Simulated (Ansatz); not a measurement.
CH2O (SMILES C=O), charge 0, multiplicity 1, relaxed at each level with Ansatz (an electronic-structure program); harmonic frequencies from differences of analytic forces, average atomic masses, frozen cores.

### Question
Give the equilibrium geometry, the harmonic frequencies and the zero-point energy at CCSD(T)/cc-pVDZ.

### Answer

(charge 0, multiplicity 1):
```xyz
4

C     -0.51476     0.09793     0.00048
O      0.67945    -0.12926    -0.00063
H     -1.28091    -0.71891     0.00073
H     -0.92745     1.13903     0.00131
```
Frequencies (cm⁻¹): 1175, 1266, 1535, 1786, 2924, 2986. Zero-point energy 16.69 kcal/mol.

### Question
Give the equilibrium geometry, the harmonic frequencies and the zero-point energy at CCSD(T)/cc-pVTZ.

### Answer

(charge 0, multiplicity 1):
```xyz
4

C     -0.5216     0.0992     0.0005
O      0.6667    -0.1268    -0.0006
H     -1.2694    -0.7119     0.0007
H     -0.9194     1.1283     0.0013
```
Frequencies (cm⁻¹): 1192, 1275, 1543, 1780, 2929, 2996. Zero-point energy 16.75 kcal/mol.
